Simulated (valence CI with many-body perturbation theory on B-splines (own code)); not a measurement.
The numbers below are computed, except where a source is named.
Ge¹⁹⁺: configurations and terms from energies and g

Method: valence CI with perturbative core correlation (CI+MBPT): three valence electrons over a frozen Dirac-Fock core [Ne], radial functions for each j: 11 s, 11 p, 9 d, 7 f, 5 g, 2 h, 1 i, with the one-electron correlation potential Σ1, the two-electron term Σ2, the three-electron term Σ3, Breit, model QED; selected CI, second order for the rest (own B-spline code, finite nucleus).

No measured spectrum was set against this ion. As an estimate, levels of excited configurations hold to 0.05 to 0.15 % of their energy, terms of the ground configuration to about 0.5 %.

```
No.    J  Parity  E (cm⁻¹)      g
  1  1/2     odd         0  0.664
  2  3/2     odd     54591  1.332
  3  1/2    even    332660  2.633
  4  3/2    even    358740  1.725
  5  5/2    even    382690  1.561
  6  3/2    even    453910  0.819
  7  5/2    even    466430  1.237
 10  3/2    even    597370  1.315
 11  3/2    even    682270  0.802
 12  5/2    even    689530  1.199
 15  3/2     odd    876680  1.697
 16  3/2     odd    928290  0.424
 17  5/2     odd    939830  1.038
 18  1/2     odd    953660  0.664
```

Energies count from the lowest level. Strongly mixed levels and levels close to another of their J and parity are left out, so the numbers can have gaps.

Question: Give configuration and LS term of each level.

Answer: 1: 3s2 3p 2P°; 2: 3s2 3p 2P°; 3: 3s 3p2 4P; 4: 3s 3p2 4P; 5: 3s 3p2 4P; 6: 3s 3p2 2D; 7: 3s 3p2 2D; 10: 3s 3p2 2P; 11: 3s2 3d 2D; 12: 3s2 3d 2D; 15: 3p3 4S°; 16: 3s 3p 3d 4F°; 17: 3s 3p 3d 4F°; 18: 3p3 2P°.
